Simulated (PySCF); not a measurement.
A structure optimised at TPSSh-D3(BJ)/def2-SVP, used in a PySCF frequency run:

```xyz
11

C     -1.0575    -1.8537     0.0000
C     -0.5835    -0.6020     0.0000
O     -1.3296     0.5373     0.0000
C     -0.4465     1.6519     0.0000
O      0.8749     1.1547     0.0000
C      0.8556    -0.2170     0.0000
O      1.8405    -0.8980     0.0000
H     -0.3390    -2.6732     0.0000
H     -2.1267    -2.0654     0.0000
H     -0.6148     2.2555     0.9067
H     -0.6148     2.2555    -0.9067
```

Q: Write its SMILES, formula and point group.

A: C=C1OCOC1=O, C4H4O3, Cs

Q: What are its rotational constants (standard atomic weights)?

A: 3.8921, 3.5646, 1.8835 GHz
